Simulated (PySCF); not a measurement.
**Electron correlation in La²⁺ (lanthanum, charge +2)**

[Xe] 5d1, 2D determinant. All numbers are calculated (PySCF 2.14, the spin-free X2C one-electron Hamiltonian (Gaussian nucleus), in cc-pVDZ-X2C (8s7p5d3f1g, 84 functions)). Frozen: [Ar] 3d10; 27 electrons correlated.

```json
{"level": "CCSD", "correlation energy (mhartree)": "-642.87"}
{"level": "(T)", "correlation energy (mhartree)": "-12.65"}
{"level": "CCSD(T)", "correlation energy (mhartree)": "-655.52"}
```

Diagnostics: T1 = 0.0036, D1 = 0.0157, largest double amplitude 0.023.

Spin-orbit coupling, absent here, splits the open shell strongly.

Cost of the coupled-cluster step: roughly 2.1 core-minutes, for 27 correlated electrons.

This basis was not built for core-valence correlation, so the inner-shell part is incomplete.
